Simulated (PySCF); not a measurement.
SMILES [GeH3][SiH2]c1ccccc1 (C6H10GeSi) at its GFN2-xTB optimised geometry (Å):

```
18

Ge     2.7795     1.6766    -0.4033
Si     0.5129     2.0501     0.0146
C     -0.4252     0.4133     0.0002
C      0.2477    -0.8037    -0.0009
C     -0.4405    -2.0034     0.0000
C     -1.8253    -2.0034     0.0000
C     -2.5130    -0.8007     0.0000
C     -1.8166     0.3938     0.0011
H      3.5936     2.9237    -0.5837
H      3.1048     0.8850    -1.6374
H      3.5347     0.9444     0.6695
H      0.3286     2.6946     1.3224
H     -0.0639     2.9383    -1.0029
H      1.3326    -0.8116    -0.0035
H      0.1011    -2.9383    -0.0004
H     -2.3674    -2.9378    -0.0005
H     -3.5936    -0.7964    -0.0013
H     -2.3567     1.3298     0.0008
```

Method: PySCF with CAM-B3LYP/def2-SVP. Cells within 0.4 Å of a nucleus heavier than hydrogen are left out (blank, or x).

Map of the deformation density (molecule minus spherical neutral atoms) (e/bohr³) on the plane z = 0.0 Å:

```
|222222222222222222222222222|
|222222222222222222222222222|
|222222222222222222222222222|
|222222222222222222222222222|
|222222222222222222222222222|
|222222222222221112222222222|
|222222222222221111122222222|
|222222222221121112223322222|
|22222222111111x133222222222|
|22222211111111x244211212222|
|222222127311342233212322222|
|222222128622563112223322222|
|222221113x99x41111122222222|
|222211117x33682111112222222|
|22221354x400394531122222222|
|2221149xx2001xx951122222222|
|222212229511592221222222222|
|222221114x88x51111222222222|
|222221126x55x62112222222222|
|222222129511493122222222222|
|222222112211221122222222222|
|222222211111111222222222222|
|222222222222222222222222222|
|222222222222222222222222222|
|222222222222222222222222222|
|222222222222222222222222222|
|222222222222222222222222222|
```
Scale: ten equal steps from -0.030 (start of '0') to 0.105 (end of '9'), in the order '0123456789'; x runs from -6.00 to 6.00, y from -6.00 (bottom) to 6.00 (top).
